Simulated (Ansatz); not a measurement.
Consider the formal exchange of groups at a Ge–Si bond: `[CH3][GeH2][SiH2]Cl` + `CSC(N)F` → `C[S][GeH2][CH3]` + `NC(F)[SiH2]Cl`.

Isolated molecules relaxed with PBE0-D4/def2-TZVP in Ansatz; ΔE leaves out vibrations. CCSD(T)/CBS adds triple-zeta CCSD(T) − MP2 to the extrapolated MP2 energy (def2 sets, frozen cores). Functionals use def2-TZVPP. For Ge outer-core shells are correlated without core-valence functions, which leaves a few kJ/mol of doubt a bond. Scalar relativity is left out up to krypton. Each species was taken in one conformer, which may not be the lowest.

| level | ΔE (kcal/mol) |
| --- | --- |
| PBE-D4 | -9.1 |
| PBE0-D4 | -9.6 |
| ωB97X-V | -10.6 |
| B2PLYP | -11.5 |
| r2SCAN | -10.1 |
| MP2/def2-QZVPP | -12.0 |
| HF/CBS(def2) | -13.1 |
| CCSD/CBS(def2) | -11.1 |

Q: What does CCSD(T)/CBS give? (An estimate is asked.)

A: The calculation gave: -10.9 kcal/mol. The listed levels differ from it by 1.8, 1.3, 0.3, -0.6, 0.8, -1.1, -2.2, -0.2 kcal/mol.

Largest T1 diagnostic among the species: 0.011.

In def2-TZVPP, CCSD(T) changes the Hartree–Fock value by +1.9 kcal/mol (the triples alone add +0.2 kcal/mol) and MP2 by +1.0 kcal/mol.
